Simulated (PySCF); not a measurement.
## Telling isomers of C$_{6}$H$_{14}$OP$_{2}$ apart by NMR

PySCF calculation with geometry from GFN2-xTB and σ from GIAO-PBE0/pcSseg-1; gas phase, one conformer, non-relativistic, fast rotation and ring inversion assumed for equivalent nuclei.

Scale: 1H, 13C against TMS (reference shieldings calculated alike). Splittings of carbon signals by F and P are missing where no couplings were computed. Where no couplings were computed, multiplicities follow the n + 1 count of equivalent neighbours, and m marks all less simple cases (inequivalent or close neighbours, rings, F or P nearby). Shifts are as computed. Against solution values, carbons near 30 ppm lie about +3 ppm off and those near 130 ppm about +5 ppm. Of 1211 compounds with measured shifts, 218 miss one by over three times the rms of a fit or turn the order of signals round; such compounds aren't used in these exercises.

(1) Tabulate the signals of `CCP1(=O)CCPCC1`, `C/C=C/[P@@](C)(=O)P(C)C`, `CP(C)P1CCOCC1` and their relative energies.

(2) What is the quickest way to tell CCP1(=O)CCPCC1 from C/C=C/[P@@](C)(=O)P(C)C?

(3) What is the quickest way to tell C/C=C/[P@@](C)(=O)P(C)C from CP(C)P1CCOCC1?

(4) What is the quickest way to tell CCP1(=O)CCPCC1 from CP(C)P1CCOCC1?

## Answers

(1) 
```json
{"SMILES": "CCP1(=O)CCPCC1", "carbon types": "5×CH2 1×CH3", "δC": "34.2, 30.3, 17.4, 8.9", "δH": "3.01 (m, 1H), 2.48 (m, 2H), 1.96 (m, 2H), 1.86 (m, 2H), 1.75 (m, 2H), 1.49 (m, 2H), 0.92 (m, 3H)", "E rel. (kcal/mol)": "0.0"}
{"SMILES": "C/C=C/[P@@](C)(=O)P(C)C", "carbon types": "2×CH 4×CH3", "δC": "156.5, 133.0, 24.0, 20.4, 7.9", "δH": "7.01 (m, 1H), 5.72 (m, 1H), 2.09 (d, 3H), 1.38 (m, 3H), 1.19 (m, 6H)", "E rel. (kcal/mol)": "10.4"}
{"SMILES": "CP(C)P1CCOCC1", "carbon types": "4×CH2 2×CH3", "δC": "70.5, 27.1, 13.5", "δH": "4.00 (m, 4H), 1.57 (m, 4H), 1.07 (m, 6H)", "E rel. (kcal/mol)": "21.0"}
```

Energies are electronic energies at PBE0/pcSseg-1 on these geometries, without zero-point or thermal terms, each for the one conformer computed, which needn't be the lowest.

(2) Count the carbon signals: 4 against 5. The first has an sp3 CH2 bonded to P at 34.2 ppm, the second an alkene CH at 156.5 ppm. In the proton spectra the most deshielded non-exchanging signals are 3.01 (m, 1H) and 7.01 (m, 1H).

(3) Count the carbon signals: 5 against 3. The first has an alkene CH at 156.5 ppm, the second an sp3 CH2 bonded to O at 70.5 ppm. In the proton spectra the most deshielded non-exchanging signals are 7.01 (m, 1H) and 4.00 (m, 4H).

(4) Count the carbon signals: 4 against 3. The first has an sp3 CH2 bonded to P at 17.4 ppm, the second an sp3 CH2 bonded to O at 70.5 ppm. Their most deshielded carbons lie at 34.2 and 70.5 ppm. In the proton spectra the most deshielded non-exchanging signals are 3.01 (m, 1H) and 4.00 (m, 4H).
